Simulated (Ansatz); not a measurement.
Molecule: sum formula H₃Si₂OCl₂, charge 0, multiplicity 2. It need not be the lowest isomer of its formula. 
Geometry from a B3LYP-D3(BJ)/def2-TZVP (Ansatz, an electronic-structure program) optimisation:
SMILES: [SiH2]O[SiH](Cl)Cl
```xyz
8

Si     2.4809     0.1473    -0.2597
O      0.9266     0.2819    -0.8146
Si    -0.6461     0.1375    -0.4819
Cl    -1.0541    -1.7738     0.1348
Cl    -1.1625     1.4342     1.0188
H      2.6479    -1.1718     0.4074
H      3.3697     0.2629    -1.4439
H     -1.4351     0.4409    -1.6750
```
Charge 0, spin multiplicity 2.

Total electronic energies in hartree. Correlated levels leave the core frozen unless marked. Open shells are spin-unrestricted. No spin-orbit coupling. Non-relativistic. CBS marks a two-point X^-3 extrapolation of the correlation energy; Hartree-Fock from the larger set. The bracket is a focal-point correction in the basis named.

```csv
level,program,energy (Eh)
RI-HF/cc-pV(T+d)Z,Ansatz,-1573.75390
RI-HF/cc-pV(Q+d)Z,Ansatz,-1573.77544
PBE/def2-TZVPD,Ansatz,-1575.88017
r2SCAN-D3(BJ)/def2-TZVPD,Ansatz + dftd3,-1576.49970
PBE0-D3(BJ)/def2-TZVPD,Ansatz + dftd3,-1576.02212
BHLYP/def2-TZVPD,Ansatz,-1576.61212
r2SCAN0-D4/def2-TZVPD,Ansatz + dftd4,-1576.47592
HSE06-D4/def2-TZVPD,Ansatz + dftd4,-1575.98998
LC-wPBE-D4/def2-TZVPD,Ansatz + dftd4,-1576.17361
wB97X-V/def2-TZVPD,Ansatz,-1576.38658
MP2/STO-3G,Ansatz,-1556.17814
MP2/cc-pV(D+d)Z,Ansatz,-1574.28270
RI-MP2/cc-pV(Q+d)Z,Ansatz,-1574.67420
SCS-MP2/6-31G*,Ansatz,-1574.12024
SCS-MP2/cc-pV(T+d)Z,Ansatz,-1574.56921
SCS-MP2/cc-pwCVTZ,Ansatz,-1574.58738
CCSD/6-31G,Ansatz,-1573.68259
CCSD/6-31G*,Ansatz,-1574.18184
CCSD/cc-pVTZ,Ansatz,-1574.61863
CCSD(T)/6-31G,Ansatz,-1573.68917
CCSD(T)/cc-pwCVTZ,Ansatz,-1574.68395
"RI-MP2/CBS(cc-pV(T+d)Z,cc-pV(Q+d)Z)+[CCSD(T)-MP2]/cc-pV(T+d)Z",Ansatz,-1574.8194
"CCSD(T)/CBS(cc-pV(T+d)Z,cc-pV(Q+d)Z)",Ansatz,-1574.8192
```

Totals of different functionals don't rank their quality; only differences between species are comparable.
